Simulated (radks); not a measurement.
Species: Bi0.7+. Configuration: [Xe] 4f14 5d10 6s(up 1, down 0.3) 6p3 (fractional occupations, a model configuration). All-electron calculation, scalar-relativistic Kohn-Sham, PBEsol, spin-polarised, spherical densities, point nucleus; open shells are filled with parallel spins first (spin-orbit coupling, left out, can overturn this in heavy ions). Program: a radial shooting solver on a logarithmic mesh with Libxc functionals. Some entries of the table are withheld. Estimate them.

| orbital | occ. | eigenvalue (hartree) | r(max) (bohr) | <1/r> (bohr^-1) |
|---|---|---|---|---|
| 1s up | 1 | -3331.858 | 0.009655 | 103.4 |
| 1s down | 1 | -3331.856 | 0.009655 | 103.4 |
| 2s up | 1 | -598.8451 | 0.05619 | 24.28 |
| 2s down | 1 | -598.8442 | 0.05619 | 24.28 |
| 2p up | 3 | -512.2361 | 0.04691 | 21.22 |
| 2p down | 3 | -512.2346 | 0.04691 | 21.22 |
| 3s up | 1 | -144.7292 | 0.1585 | 8.992 |
| 3s down | 1 | -144.7278 | 0.1585 | 8.992 |
| 3p up | 3 | -119.9941 | 0.1589 | 8.108 |
| 3p down | 3 | -119.9926 | 0.1589 | 8.108 |
| 3d up | 5 | -95.17492 | 0.1294 | 7.602 |
| 3d down | 5 | -95.17357 | 0.1294 | 7.602 |
| 4s up | 1 | -33.39115 | 0.3558 | 3.879 |
| 4s down | 1 | -33.38889 | 0.3558 | 3.879 |
| 4p up | 3 | -25.28848 | 0.3760 | 3.479 |
| 4p down | 3 | -25.28599 | 0.3760 | 3.479 |
| 4d up | 5 | -16.03813 | 0.3816 | 3.130 |
| 4d down | 5 | -16.03530 | 0.3816 | 3.131 |
| 5s up | 1 | -6.04149 | 0.7701 | 1.647 |
| 5s down | 1 | -6.03548 | 0.7703 | 1.647 |
| 4f up | 7 | -5.85004 | 0.3419 | 2.745 |
| 4f down | 7 | -5.84686 | 0.3419 | 2.745 |
| 5p up | 3 | -3.76392 | (1) | (2) |
| 5p down | 3 | -3.75684 | (3) | (4) |
| 5d up | 5 | -1.24021 | 1.034 | 1.061 |
| 5d down | 5 | -1.21823 | 1.031 | 1.074 |
| 6s up | 1 | -0.78310 | 1.865 | 0.6006 |
| 6s down | 0.3 | -0.69597 | 1.831 | 0.6121 |
| 6p up | 3 | -0.39229 | 2.367 | 0.4536 |
| 6p down | 0 | -0.29696 | 2.357 | 0.4475 |

Answer. 
(1) 5p up r(max) (bohr): 0.8598
(2) 5p up <1/r> (bohr^-1): 1.410
(3) 5p down r(max) (bohr): 0.8600
(4) 5p down <1/r> (bohr^-1): 1.412
